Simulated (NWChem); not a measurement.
System: CHCl, singlet; SMILES Cl[CH]

Computed with NWChem. Pople sets run with spherical d functions. Low-valent species are run as closed-shell singlets; no triplet was tried in these runs. Geometry: optimised at B3LYP/6-31G* (spherical d).

Problem. Among these, which level gives the lowest value of “orbital gap (eV)”?
A. TPSS/6-311G**
B. TPSS/3-21G
C. TPSS/6-31+G*
D. TPSS/6-311++G**

Solution. B, TPSS/3-21G. Values: TPSS/3-21G 1.39; TPSS/6-31+G* 1.57; TPSS/6-311G** 1.59; TPSS/6-311++G** 1.59
